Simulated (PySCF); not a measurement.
Computed IR spectrum (relative IR intensity) of a molecule C₃H₃F₃. Coordinates come from a PBE-D3(BJ)/def2-SVP optimisation. One conformer was computed; it need not be the lowest. Computed with PBE-D3(BJ)/def2-SVP in PySCF. Frequencies are harmonic and unscaled.

Lines under 2 % of the strongest are left out, and lines within 2 cm⁻¹ are merged.

| ν (cm⁻¹) | relative intensity |
|---|---|
| 268 | 6.6 |
| 272 | 18 |
| 637 | 28 |
| 810 | 26 |
| 927 | 12 |
| 933 | 12 |
| 1108 | 17 |
| 1139 | 39 |
| 1147 | 100 |
| 1197 | 91 |
| 1262 | 31 |
| 1313 | 35 |
| 1476 | 5.6 |
| 3080 | 19 |

**Question.** Pick the molecule that these values belong to.
(A) F/C=C\C(F)F
(B) F[C@H]1[C@H](F)[C@H]1F
(C) CC(F)=C(F)F
(D) F[C@H]1CC1(F)F

**Answer.** B, F[C@H]1[C@H](F)[C@H]1F
